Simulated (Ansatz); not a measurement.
```xyz
14

C    -1.248   -1.665   -1.037
C    -0.854   -0.650    0.032
Si    0.696    0.325   -0.398
Si    1.270    1.854    1.283
F     1.475    1.070    2.676
H    -0.455   -2.398   -1.202
H    -2.150   -2.214   -0.753
H    -1.447   -1.179   -1.996
H    -1.668    0.063    0.203
H    -0.683   -1.149    0.991
H     0.489    1.108   -1.652
H     1.841   -0.600   -0.632
H     0.196    2.861    1.500
H     2.537    2.575    0.984
```

Total charge 0; spin multiplicity 1.

**Question.** List the r2SCAN/def2-TZVPP orbital energies in eV (Ansatz 0.2.0). (Estimate.)

**Answer.** Computed: Occupied: -1791.77, -1790.76, -665.94, -273.11, -273.09, -142.14, -141.27, -97.06, -96.97, -96.96, -96.13, -96.12, -96.10, -31.01, -19.98, -16.30, -14.30, -12.94, -11.56, -11.20, -10.96, -10.92, -10.39, -9.70, -9.12, -8.57, -8.41, -7.80, -7.06. Lowest empty: -1.03, -0.31, 0.57, 1.06, 1.13, 1.73, 1.95, 2.49.
